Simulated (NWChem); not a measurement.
System meant: SiN2H5Cl; SMILES N[SiH](Cl)N

NWChem input:

```
start job
memory heap 200 mb stack 900 mb global 1100 mb
geometry units angstroms noautoz
  Si     0.022121    -0.400769     0.376847
  N     -1.487397    -0.957946    -0.210241
  N      1.242596    -1.368231    -0.328099
  Cl     0.027592     1.627262    -0.131565
  H      0.290509    -0.418244     1.841352
  H     -2.290508    -0.341882    -0.235548
  H     -1.748447    -1.932623    -0.117502
  H      1.261092    -1.516767    -1.331197
  H      2.172435    -1.394183     0.074141
end
basis spherical
  * library def2-svp
end
dft
  odft
  mult 2
  xc xpbe96 cpbe96
  iterations 150
  mulliken
end
task dft energy
```

End of the output:

```
 Summary of "ao basis" -> "" (spherical)
 ------------------------------------------------------------------------------
       Tag                 Description            Shells   Functions and Types
 ---------------- ------------------------------  ------  ---------------------
 *                          def2-svp                  on all atoms

  pbe96 is a nonlocal functional; adding pw91lda local functional.

                                 NWChem DFT Module
                                 -----------------

 Summary of "ao basis" -> "ao basis" (spherical)
 ------------------------------------------------------------------------------
       Tag                 Description            Shells   Functions and Types
 ---------------- ------------------------------  ------  ---------------------
 Si                         def2-svp                 8       18   4s3p1d
 N                          def2-svp                 6       14   3s2p1d
 Cl                         def2-svp                 8       18   4s3p1d
 H                          def2-svp                 3        5   2s1p

 Summary of "ao basis" -> "ao basis" (spherical)
 ------------------------------------------------------------------------------
       Tag                 Description            Shells   Functions and Types
 ---------------- ------------------------------  ------  ---------------------
 Si                         def2-svp                 8       18   4s3p1d
 N                          def2-svp                 6       14   3s2p1d
 Cl                         def2-svp                 8       18   4s3p1d
 H                          def2-svp                 3        5   2s1p

  number of electrons :                   50
  multiplicity        :                    2
 ------------------------------------------------------------------------
  no. of electrons and multiplicity not compatible                  50
 ------------------------------------------------------------------------
 ------------------------------------------------------------------------
  current input line :
    24: task dft energy
 ------------------------------------------------------------------------
 ------------------------------------------------------------------------
 There is an error in the input file
 ------------------------------------------------------------------------
 For more information see the NWChem manual at https://nwchemgit.github.io

0: no. of electrons and multiplicity not compatible:Received an Error in Communication
```

**Question.** Can this run be used? If not, why, and what is the fix?

**Answer.** The input was rejected before any calculation. Cause: the multiplicity doesn't fit the number of electrons (an even count wants an odd multiplicity, and the reverse). This input runs:
```
start job
memory heap 200 mb stack 900 mb global 1100 mb
geometry units angstroms noautoz
  Si     0.022121    -0.400769     0.376847
  N     -1.487397    -0.957946    -0.210241
  N      1.242596    -1.368231    -0.328099
  Cl     0.027592     1.627262    -0.131565
  H      0.290509    -0.418244     1.841352
  H     -2.290508    -0.341882    -0.235548
  H     -1.748447    -1.932623    -0.117502
  H      1.261092    -1.516767    -1.331197
  H      2.172435    -1.394183     0.074141
end
basis spherical
  * library def2-svp
end
dft
  xc xpbe96 cpbe96
  iterations 150
  mulliken
end
task dft energy
```
It converges to -861.51529 Ha (PBE/def2-SVP).
